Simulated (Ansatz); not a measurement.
C3H5FOSi, SMILES `FCOC1=C[SiH2]1`. Total charge 0; spin multiplicity 1. The geometry is a stationary point of PBE0-D4/def2-TZVP. It is one conformer, not always the lowest.

```xyz
11

F     0.069   -2.075   -1.357
C     0.936   -1.019   -1.326
O     1.181   -0.637   -0.016
C     0.226    0.115    0.550
C     0.015    0.598    1.770
Si   -1.293    1.091    0.617
H     0.484   -0.200   -1.895
H     1.889   -1.344   -1.744
H     0.496    0.555    2.737
H    -1.370    2.461    0.048
H    -2.633    0.454    0.616
```

Task: What is the dipole moment at PBE/def2-TZVPP? (An estimate is asked.)

Result: Ansatz gave: 1.32 D, with components (0.57, 0.97, -0.68) D in this frame, pointing from negative to positive charge.

Task: And with r2SCAN, B3LYP, ωB97M-V? (Best estimate.)

Result: Computed: r2SCAN 1.38 D, B3LYP 1.46 D, ωB97M-V 1.46 D.

Task: Give the Mulliken charges with PBE, B3LYP, r2SCAN in def2-TZVPP. (An estimate is asked.)

Result: Ansatz gave: 
```tsv
atom	PBE	B3LYP	r2SCAN
F1	-0.18	-0.23	-0.22
C2	0.15	0.20	0.29
O3	-0.17	-0.25	-0.26
C4	0.11	0.12	0.10
C5	-0.22	-0.25	-0.27
Si6	0.16	0.24	0.32
H7	0.08	0.09	0.05
H8	0.10	0.11	0.06
H9	0.10	0.12	0.08
H10	-0.07	-0.07	-0.08
H11	-0.06	-0.07	-0.08
```

B3LYP here is the variant with VWN-RPA as its local correlation; programs differ in this.
